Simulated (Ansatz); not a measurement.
BrGeH (SMILES [GeH][Br]) moved off its minimum; all values from Ansatz (a quantum-chemistry and plane-wave program), cores frozen in correlated methods.
(charge 0, multiplicity 1)
```xyz
3

Ge    -0.6404    -0.5371     0.8801
H     -1.8005    -1.1270    -0.2620
Br     0.6230     0.5473    -0.7605
```

```csv
level,largest force (eV/Å),on atom,rms difference from CCSD(T)/aug-cc-pVTZ (eV/Å),dipole (D)
HF/def2-TZVPP,1.74,Ge1,0.181,2.00
PBE/def2-TZVPP,1.15,Ge1,0.103,1.50
r2SCAN/def2-TZVPP,1.35,Ge1,0.128,1.53
B3LYP/def2-TZVPP,1.34,Ge1,0.028,1.73
wB97M-V/def2-TZVPP,1.48,Ge1,0.160,1.86
MP2/aug-cc-pVTZ,1.51,Ge1,0.098,1.68
CCSD(T)/aug-cc-pVTZ,1.37,Ge1,0.000,1.61
```

The differences count from one level among others, with limits of its own. Forces at CCSD(T)/aug-cc-pVTZ (eV/Å):

```
atom      Fx      Fy      Fz
----  ------  ------  ------
Ge1   -1.018  -0.561  -0.721
H2     0.848   0.423   0.891
Br3    0.170   0.138  -0.170
```

Doubts at one or more of the structures used: a restricted determinant that unrestricted orbitals would lower (MP2/aug-cc-pVTZ, CCSD(T)/aug-cc-pVTZ).
